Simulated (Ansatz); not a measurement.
A series at Sn: from `[F][Sn]([Br])([Br])[Br]`, ligands are replaced one by one, each step taking up H₂ and setting free HBr; n counts the steps. Ansatz, PBE0-D4/def2-TZVP geometries.

```json
{"n": "0", "molecule": "`[F][Sn]([Br])([Br])[Br]`", "HOMO energy, ωB97M-V/def2-TZVPP (eV)": "-11.33"}
{"n": "1", "molecule": "`[F][SnH]([Br])[Br]`", "HOMO energy, ωB97M-V/def2-TZVPP (eV)": "-11.10"}
{"n": "2", "molecule": "`[F][SnH2][Br]`", "HOMO energy, ωB97M-V/def2-TZVPP (eV)": "?"}
{"n": "3", "molecule": "`[F][SnH3]`", "HOMO energy, ωB97M-V/def2-TZVPP (eV)": "-11.62"}
```

**Question.** By hand: fit a straight line y = ȳ + b (n − n̄) to the 3 given rows and predict n = 2.

**Answer.** n̄ = 1.333, ȳ = -11.350; Σ(n − n̄)(y − ȳ) = -0.560, Σ(n − n̄)² = 4.667, so b = -0.120 eV a step. Prediction: -11.350 + (-0.120) × (0.667) = -11.43 eV.

**Question.** By hand: compare with the computed value, -10.82 eV, and give the steps along the whole series.

**Answer.** The line misses by 0.61 eV (computed minus predicted). Steps: 0.23, 0.28, -0.80 eV.

The steps change sign along the series, so a line is a poor guide. The highest orbital can change its character along such a series. The miss is 76.3 % of the series' range.
